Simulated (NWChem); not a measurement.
System: C₃H₃N₂, doublet; SMILES n1c[c]c[nH]1

Excerpt of the output:

```
             Northwest Computational Chemistry Package (NWChem) 7.3.0
             --------------------------------------------------------

 CS  symmetry detected

                             Geometry "geometry" -> ""
                             -------------------------

 Output coordinates in angstroms (scale by  1.889725989 to convert to a.u.)

  No.       Tag          Charge          X              Y              Z
 ---- ---------------- ---------- -------------- -------------- --------------
    1 C                    6.0000     1.23404362     0.03541340     0.00000000
    2 C                    6.0000     0.38989460     1.11999599     0.00000000
    3 N                    7.0000    -0.85050590     0.57009289     0.00000000
    4 N                    7.0000    -0.84765648    -0.75894530     0.00000000
    5 C                    6.0000     0.43441817    -1.11568779     0.00000000
    6 H                    1.0000     0.56031883     2.19392457     0.00000000
    7 H                    1.0000    -1.73824873     1.05711963     0.00000000
    8 H                    1.0000     0.71492831    -2.16740697     0.00000000

 Effective nuclear repulsion energy (a.u.)     155.0670047386

      Symmetry information
      --------------------

 Group name             Cs
 Group number              2
 Group order               2
 No. of unique centers     8

  pbe96 is a nonlocal functional; adding pw91lda local functional.

                                 NWChem DFT Module
                                 -----------------

 Summary of "ao basis" -> "ao basis" (spherical)
 ------------------------------------------------------------------------------
       Tag                 Description            Shells   Functions and Types
 ---------------- ------------------------------  ------  ---------------------
 C                          def2-svp                 6       14   3s2p1d
 N                          def2-svp                 6       14   3s2p1d
 H                          def2-svp                 3        5   2s1p

      Symmetry analysis of basis
      --------------------------

        a'         62
        a"         23

            General Information
            -------------------
          SCF calculation type: DFT
          Wavefunction type:  spin polarized.
          No. of atoms     :     8
          No. of electrons :    35
           Alpha electrons :    18
            Beta electrons :    17
          Charge           :     0
          Spin multiplicity:     2
          Use of symmetry is: on ; symmetry adaption is: on
          Maximum number of iterations: 150
          AO basis - number of functions:    85
                     number of shells:    39
          Convergence on energy requested:  1.00D-06
          Convergence on density requested:  1.00D-05
          Convergence on gradient requested:  5.00D-04

              XC Information
              --------------
          PerdewBurkeErnzerhof Exchange Functional  1.000
            Perdew 1991 LDA Correlation Functional  1.000 local
           PerdewBurkeErnz. Correlation Functional  1.000 non-local

             Grid Information
             ----------------
          Grid used for XC integration:  medium
          Radial quadrature: Mura-Knowles
          Angular quadrature: Lebedev.
          Tag              B.-S. Rad. Rad. Pts. Rad. Cut. Ang. Pts.
          ---              ---------- --------- --------- ---------
          C                   0.70       49          10.0       434
          N                   0.65       49          10.0       434
          H                   0.35       45          11.0       434
          Grid pruning is: on
          Number of quadrature shells:   380
          Spatial weights used:  Erf1

      Superposition of Atomic Density Guess
      -------------------------------------

 Sum of atomic energies:        -222.86063180

      Non-variational initial energy
      ------------------------------

 Total energy =    -226.078950
 1-e energy   =    -607.536642
 2-e energy   =     226.390688
 HOMO         =      -0.216865
 LUMO         =       0.034318

   Symmetry analysis of molecular orbitals - initial alpha
   -------------------------------------------------------

  Numbering of irreducible representations:

     1 a'          2 a"

  Orbital symmetries:

     1 a'          2 a'          3 a'          4 a'          5 a'
     6 a'          7 a'          8 a'          9 a'         10 a'
    11 a'         12 a"         13 a'         14 a'         15 a'
    16 a"         17 a"         18 a'         19 a"         20 a"
    21 a'         22 a'         23 a'         24 a'         25 a'
    26 a'         27 a'         28 a'

   Symmetry analysis of molecular orbitals - initial beta
   ------------------------------------------------------

  Numbering of irreducible representations:

     1 a'          2 a"

  Orbital symmetries:

     1 a'          2 a'          3 a'          4 a'          5 a'
     6 a'          7 a'          8 a'          9 a'         10 a'
    11 a'         12 a"         13 a'         14 a'         15 a'
    16 a"         17 a"         18 a'         19 a"         20 a"
    21 a'         22 a'         23 a'         24 a'         25 a'
    26 a'         27 a'         28 a'

     ---------------------------------------------
      Total Density - Mulliken Population Analysis
     ---------------------------------------------

    Atom       Charge   Shell Charges
 -----------   ------   -------------------------------------------------------
    1 C    6     6.18   1.99  1.03  0.39  1.81  0.92  0.04
    2 C    6     5.91   1.99  0.95  0.28  1.90  0.73  0.05
    3 N    7     7.03   1.99  0.99  0.40  2.29  1.32  0.04
    4 N    7     7.29   1.99  1.08  0.56  2.26  1.36  0.04
    5 C    6     6.00   1.99  0.97  0.28  1.92  0.79  0.05
    6 H    1     0.91   0.66  0.22  0.02
    7 H    1     0.77   0.61  0.13  0.04
    8 H    1     0.91   0.67  0.22  0.02

[...]
```

Level: PBE/def2-SVP, spin-unrestricted. In the optimisation the excess spin sits in a' (Cs, its own frame). All runs use the structure optimised with PBE0/def2-SVP, spin-unrestricted. No stability test was run on the SCF state.

Problem. Write an input that gives this output.

Solution. One answer among several that fit: the input that was run:
```
start job
memory heap 200 mb stack 900 mb global 1100 mb
geometry units angstroms noautoz
  C      1.229155    -0.115785     0.000000
  C      0.522315     1.062894     0.000000
  N     -0.775467     0.666979     0.000000
  N     -0.933309    -0.652656     0.000000
  C      0.296235    -1.161775     0.000000
  H      0.821319     2.108343     0.000000
  H     -1.597821     1.257755     0.000000
  H      0.447543    -2.239692     0.000000
end
basis spherical
  * library def2-svp
end
dft
  odft
  mult 2
  xc xpbe96 cpbe96
  iterations 150
  mulliken
end
task dft energy
```
